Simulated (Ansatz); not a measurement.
Vertical ionisation energy (eV) of eight silicon and germanium compounds: PBE beside PBE0, computed with Ansatz (a program for electronic structure) for isolated molecules in the bases named; differences from unrounded values. The eight are the first of their class met in an unordered collection, after screening for sound electronic states; none was chosen by its value. Functionals give these values as differences of separate SCF runs (ΔSCF), EOM-CCSD as a root; each molecule has one DFT geometry for both levels.

```csv
molecule,basis,PBE0,PBE,difference
"Si(F)(NH2)3 (FH₆N₃Si), SMILES N[Si](N)(N)F",def2-SVPD,9.31,8.89,-0.41
"aminosilylimino(oxo)methane (CH₄N₂OSi), SMILES [SiH2](N=C=O)N",def2-SVPD,10.19,9.80,-0.39
"2,2-difluoro-1-silylethanone (C2H4F2OSi), SMILES O=C([SiH3])C(F)F",def2-TZVPD,9.84,9.54,-0.30
"Ge(OH)4 (GeH₄O₄), SMILES [OH][Ge]([OH])([OH])[OH]",def2-SVPD,11.54,10.74,-0.79
"C₂H₆O₂Si, SMILES O[SiH]1COC1",def2-SVPD,9.31,9.05,-0.26
"SiHClBr2, SMILES Cl[SiH](Br)Br",def2-SVPD,10.77,10.29,-0.48
"trisilylamine (H₉NSi₃), SMILES [SiH3]N([SiH3])[SiH3]",def2-SVPD,9.36,9.08,-0.28
"BrFH₃NSi, SMILES N[SiH](F)Br",def2-SVPD,10.46,10.07,-0.40
```

PBE lies below PBE0 in 8 and above it in 0 of the eight; the mean signed difference is -0.41 and the largest -0.79 eV.
